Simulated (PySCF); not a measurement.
Rigid-rotor lines calculated for a species of formula C6H4S (commonest isotopes; PBE0-D3(BJ)/def2-SVP geometry optimisation, gas phase in PySCF 2.14.0), labelled J(Ka,Kc):

| transition | MHz |
| --- | --- |
| 1(1,1) ← 0(0,0) | 6750.8 |
| 2(0,2) ← 1(0,1) | 6224.8 |
| 2(1,2) ← 1(1,1) | 5819.0 |
| 1(0,1) ← 0(0,0) | 3131.6 |
| 2(1,1) ← 1(1,0) | 6707.6 |

Q: Find the rotational constants.

A: 1(0,1) ← 0(0,0) is B + C, 2(1,1) ← 1(1,0) is 3B + C and 2(1,2) ← 1(1,1) is B + 3C, so B − C is half the difference of the last two, 444.3 MHz. 1(1,1) ← 0(0,0) is A + C. A = 5407.2, B = 1788.0, C = 1343.7 MHz.

Q: What moments of inertia, asymmetry and inertial defect follow?

A: I = 505379 MHz·u·Å² over each constant: Ia = 93.46, Ib = 282.66, Ic = 376.12 u·Å²; κ = (2B − A − C)/(A − C) = -0.781 (asymmetric top); Δ = Ic − Ia − Ib = 0.00 u·Å².

Q: Which dipole components do these lines need?

A: μa and μb (a-type: ΔKa even, ΔKc odd; b-type: both odd). The calculation gives |μa| = 0.71 D, |μb| = 0.45 D, |μc| = 0.00 D.

Q: Where do these fall, and of which type are they? 1(1,0) ← 1(1,1); 3(2,2) ← 2(1,1); 3(1,2) ← 3(0,3); 3(2,2) ← 3(1,3); 3(3,0) ← 3(2,1); 3(3,1) ← 2(2,0); 3(0,3) ← 2(0,2); 2(1,1) ← 2(1,2); 1(1,0) ← 1(0,1); 3(2,1) ← 3(1,2); 2(1,2) ← 1(0,1); 3(1,3) ← 2(0,2); 3(3,1) ← 3(2,2); 2(0,2) ← 1(1,1).

A: 
| transition | MHz | type | branch |
| --- | --- | --- | --- |
| 1(1,0) ← 1(1,1) | 444 | a | Q |
| 2(1,1) ← 2(1,2) | 1333 | a | Q |
| 2(0,2) ← 1(1,1) | 2606 | b | R |
| 1(1,0) ← 1(0,1) | 4063 | b | Q |
| 3(1,2) ← 3(0,3) | 5339 | b | Q |
| 3(0,3) ← 2(0,2) | 9243 | a | R |
| 2(1,2) ← 1(0,1) | 9438 | b | R |
| 3(2,1) ← 3(1,2) | 10407 | b | Q |
| 3(1,3) ← 2(0,2) | 11919 | b | R |
| 3(2,2) ← 3(1,3) | 12880 | b | Q |
| 3(3,0) ← 3(2,1) | 19042 | b | Q |
| 3(3,1) ← 3(2,2) | 19230 | b | Q |
| 3(2,2) ← 2(1,1) | 20252 | b | R |
| 3(3,1) ← 2(2,0) | 28586 | b | R |

Q: Which structure gave them?

A: `C#Cc1cccs1`, point group Cs. Three constants can't fix a structure by themselves; this is the one that was computed:
```xyz
11
C6H4S angstrom
C      3.107    0.040   -0.209
C      1.894    0.068   -0.166
C      0.482    0.109   -0.116
C     -0.417   -0.911   -0.363
C     -1.766   -0.501   -0.219
C     -1.879    0.820    0.135
S     -0.351    1.575    0.296
H      4.180    0.012   -0.247
H     -0.097   -1.915   -0.639
H     -2.624   -1.157   -0.371
H     -2.790    1.390    0.311
```

PBE0-D3(BJ)/def2-SVP frequencies: not computed here. Zero-point vibration and centrifugal distortion are left out.
